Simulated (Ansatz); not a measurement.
Geometry optimisation, Ansatz 0.2.0, RKS LDA/def2-SVP.

The input (input.yaml):

```yaml
crystal:
  periodic: [false, false, false]
  atoms:
    - { symbol: Si, position_ang: [0.12942, 1.57492, -1.39819] }
    - { symbol: C, position_ang: [-0.47228, 0.18594, -0.55362] }
    - { symbol: Si, position_ang: [0.25, -0.84034, 0.99724] }
    - { symbol: Cl, position_ang: [-1.06738, -2.27486, 1.33273] }
    - { symbol: H, position_ang: [0.68056, 2.73652, -2.06687] }
    - { symbol: H, position_ang: [-1.11916, 1.15208, -1.97772] }
    - { symbol: H, position_ang: [0.34774, 0.14472, 2.06707] }
    - { symbol: H, position_ang: [1.5501, -1.31497, 0.54191] }
total_charge: 1
basis:
  gaussian: { orbitals: def2-SVP }
hamiltonian:
  xc: lda
relax:
  f_tol: 0.02
  max_steps: 50
```

Run as:

```bash
$ ansatz run input.yaml --threads 2 --pin off --max-ram 3072MiB --backend cpu --events-out ev --progress --plain --runs-dir out
```

Where does it end, and by what steps?

It converged. After 47 steps the energy has fallen by 5.146 eV; H7 moved furthest, 2.71 Å. Parted: Si1–H6 (1.44 → 2.49 Å), Si3–H7 (1.46 → 3.38 Å). Joined: Si1–H7 (3.76 → 1.50 Å), C2–H6 (1.84 → 1.11 Å).

```tsv
step	energy less start (eV)	largest force component (eV/Å)	accepted
0	0.0000	2.562	yes
2	-1.2708	1.046	yes
4	-2.1703	1.503	yes
6	-2.9099	0.896	yes
8	-3.0623	0.339	yes
10	-3.0583	0.742	no
12	-3.0924	0.221	yes
14	-3.1051	0.125	yes
16	-3.1211	0.129	yes
18	-3.1589	0.246	yes
20	-3.2002	0.426	yes
22	-3.2276	0.230	yes
24	-3.2504	0.231	yes
26	-3.2816	0.447	yes
28	-3.4496	0.536	yes
30	-4.0102	2.155	yes
32	-4.4133	0.421	yes
34	-4.4555	0.215	yes
36	-4.4958	0.235	yes
38	-4.6903	0.409	yes
40	-4.9014	0.698	yes
42	-5.0810	0.229	yes
44	-5.1427	0.149	yes
46	-5.1462	0.029	yes
47	-5.1465	0.002	yes
```

```xyz
8
Properties=species:S:1:pos:R:3
Si 0.670 1.541 -0.652
C -0.466 0.217 -0.586
Si -0.263 -1.080 0.568
Cl -1.527 -2.611 0.698
H 0.511 2.661 -1.627
H -1.330 0.198 -1.281
H 1.831 1.558 0.290
H 0.873 -1.120 1.533
```

Whether the end is a true minimum wasn't checked by a vibrational analysis.

Run time: 39 s on 2 threads of Intel(R) Xeon(R) Platinum 8488C (Sapphire Rapids), with other jobs on the host, peak memory 0.14 GiB.
